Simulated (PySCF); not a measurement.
Species: C4H12OSi2.
SMILES with atom numbers: `[CH3:1][CH2:2][O:3]/[C:4]([SiH3:5])=[CH:6]/[SiH3:7]` (hydrogens: H8, H9, H10 on C1; H11, H12 on C2; H13, H14, H15 on Si5; H16 on C6; H17, H18, H19 on Si7)

Computed with TDDFT PBE0/def2-SVPD, vertical, gas phase, core orbitals frozen in the response in PySCF. The structure is a single GFN2-xTB conformer in the gas phase; no vibrational or solvent corrections. GFN2-xTB frequencies show an imaginary mode (54i cm⁻¹), so this geometry is no minimum at that level. Torsions of this conformer, `[CH3:1][CH2:2][O:3]/[C:4]([SiH3:5])=[CH:6]/[SiH3:7]`: C1–C2–O3–C4 180°, C2–O3–C4–Si5 180°.

Broadening: Gaussians 0.5 eV wide at half height, area fixed by f = 4.319×10⁻⁹ ∫ε dν̃. The cross-section is σ = 3.8235×10⁻²¹ ε cm², given in Mb (10⁻¹⁸ cm²). The width is an assumption, not a result. The curve ends short of the highest state used, and states not computed would add to its high-energy end.

E (eV), σ (Mb) and a bar:
```
     5.14       0.12 
     5.18       0.22 
     5.22       0.41 
     5.26       0.72 
     5.30       1.24 #
     5.35       2.31 #
     5.39       3.66 ##
     5.43       5.59 ###
     5.47       8.24 ####
     5.51      11.72 ######
     5.55      16.09 ########
     5.60      22.74 ############
     5.64      28.83 ###############
     5.68      35.29 ##################
     5.72      41.69 ######################
     5.76      47.54 #########################
     5.80      52.35 ###########################
     5.85      56.20 #############################
     5.89      57.20 ##############################
     5.93      56.22 #############################
     5.97      53.38 ############################
     6.01      48.99 ##########################
     6.05      43.45 #######################
     6.10      35.70 ###################
     6.14      29.40 ###############
     6.18      23.47 ############
     6.22      18.17 #########
     6.26      13.68 #######
     6.31       9.26 #####
     6.35       6.63 ###
     6.39       4.70 ##
     6.43       3.36 ##
     6.47       2.49 #
     6.51       1.99 #
     6.56       1.77 #
     6.60       1.83 #
```

Q: Where are the band maxima, and which computed states make them?

A: 210 nm (5.89 eV), ε about 15000, made up of S1 (99%) (ε in L mol⁻¹ cm⁻¹; maxima over ε = 5, shares over 10%). At its high-energy end, 6.60 eV, the curve is still rising (ε about 480, from S1, S3, S5 and S6). The states used: S1 5.89 eV (f 0.274); S2 6.12 eV (f 0.0043); S3 6.25 eV (f 0.0042); S4 6.62 eV (f 0.0000); S5 6.84 eV (f 0.0070); S6 6.99 eV (f 0.015); S7 7.10 eV (f 0.0043); S8 7.20 eV (f 0.0011).

Q: Coming from long wavelengths, where does ε first pass 100 L mol⁻¹ cm⁻¹?

A: At about 238 nm (5.22 eV), 0.67 eV below S1.

Q: On this curve, what absorbance would a 10⁻³ mol/L sample give at 222 nm over a 1 cm path?

A: 222 nm is 5.585 eV, where ε is about 5400 L mol⁻¹ cm⁻¹, so A = ε c l ≈ 5.4 (Beer–Lambert, with the gas-phase spectrum and the assumed width).

Q: What would ε be at 5.89 eV, the highest of these maxima, with half the width (0.25 eV)?

A: About 29600 L mol⁻¹ cm⁻¹ against 15000, a factor of about 1.98; a lone state at its own centre would give exactly 2.

The run took 1.9 min (with the writing of density and orbital grids) on one thread of an Arm Neoverse N1, no GPU (shared host), and the process peaked at 0.99 GiB of memory.
